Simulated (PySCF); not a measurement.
Electron correlation in Sm (samarium, neutral)

[Xe] 4f5 5d1 6s2, one real determinant (an excited configuration). Computed with PySCF 2.14 in ANO-RCC-VTZP (8s7p5d3f2g1h, 104 functions), with the spin-free X2C one-electron Hamiltonian (Gaussian nucleus). Frozen: [Kr] 4d10; 16 electrons correlated.

MP2 pair energies summed by pair of shells (mhartree):

```json
{"pair": "5p-5p", "energy": "-114.43", "share (%)": "25.6"}
{"pair": "4f-5p", "energy": "-110.98", "share (%)": "24.8"}
{"pair": "4f-4f", "energy": "-55.92", "share (%)": "12.5"}
{"pair": "5s-5p", "energy": "-34.23", "share (%)": "7.6"}
{"pair": "5p-6s", "energy": "-31.13", "share (%)": "7.0"}
{"pair": "5p-5d", "energy": "-25.45", "share (%)": "5.7"}
{"pair": "4f-5s", "energy": "-24.98", "share (%)": "5.6"}
{"pair": "6s-6s", "energy": "-14.00", "share (%)": "3.1"}
{"pair": "5d-6s", "energy": "-9.15", "share (%)": "2.0"}
{"pair": "4f-6s", "energy": "-8.53", "share (%)": "1.9"}
{"pair": "4f-5d", "energy": "-8.04", "share (%)": "1.8"}
{"pair": "5s-5s", "energy": "-5.79", "share (%)": "1.3"}
{"pair": "5s-5d", "energy": "-3.47", "share (%)": "0.8"}
{"pair": "5s-6s", "energy": "-1.68", "share (%)": "0.4"}
```

Total MP2 correlation energy: -447.78 mhartree.

Same-spin part -183.36 and opposite-spin part -264.43 mhartree; SCS-MP2 scales them by 1/3 and 6/5 to -378.43 mhartree.

The reference is one real determinant that mixes LS terms of this configuration.
